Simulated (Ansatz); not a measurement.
One change: `[Cl][Al]([Cl])[I]` becomes `[SH][Al]([Cl])[Cl]`.

Ansatz, PBE0-D4/def2-TZVP geometries, multiplicity 1. Each molecule was computed in one conformer, which needn't be the lowest.

Elements past krypton have def2 core potentials.  Spin–orbit coupling is left out; it splits and shifts lone-pair levels of the heavy atoms by tenths of an eV.

```
                                                                                  property  `[Cl][Al]([Cl])[I]`
                                                        LUMO energy (PBE0/def2-TZVPP) / eV                -1.50
                                                       HOMO energy (B3LYP/def2-TZVPP) / eV                -7.93
ideal-gas entropy at 298 K and 1 bar (rigid rotor, harmonic PBE0-D4/def2-TZVP) / J/(mol·K)                  343
                                                         LUMO energy (PBE/def2-TZVPP) / eV                -2.32
                                                         HOMO energy (PBE/def2-TZVPP) / eV                -7.04
                                                       HOMO–LUMO gap (PBE/def2-TZVPP) / eV                 4.72
```

Q: What does the change do to each property? (An estimate is asked.)

A: The calculation gave: 
| property | `[SH][Al]([Cl])[Cl]` | shift |
| --- | --- | --- |
| LUMO energy (PBE0/def2-TZVPP) / eV | -1.01 | 0.49 |
| HOMO energy (B3LYP/def2-TZVPP) / eV | -7.98 | -0.05 |
| ideal-gas entropy at 298 K and 1 bar (rigid rotor, harmonic PBE0-D4/def2-TZVP) / J/(mol·K) | 339 | -4 |
| LUMO energy (PBE/def2-TZVPP) / eV | -1.85 | 0.47 |
| HOMO energy (PBE/def2-TZVPP) / eV | -7.03 | 0.01 |
| HOMO–LUMO gap (PBE/def2-TZVPP) / eV | 5.18 | 0.46 |

With PBE0 the HOMO falls by 0.05 eV and the LUMO rises by 0.49 eV, so the gap widens by about 0.54 eV. PBE moves the HOMO by 0.01 eV and ωB97M-V by -0.12 eV. The zero-point energy changes by 23.0 kJ/mol with +3 modes.

B3LYP here is the variant with VWN-RPA as its local correlation; programs differ in this.
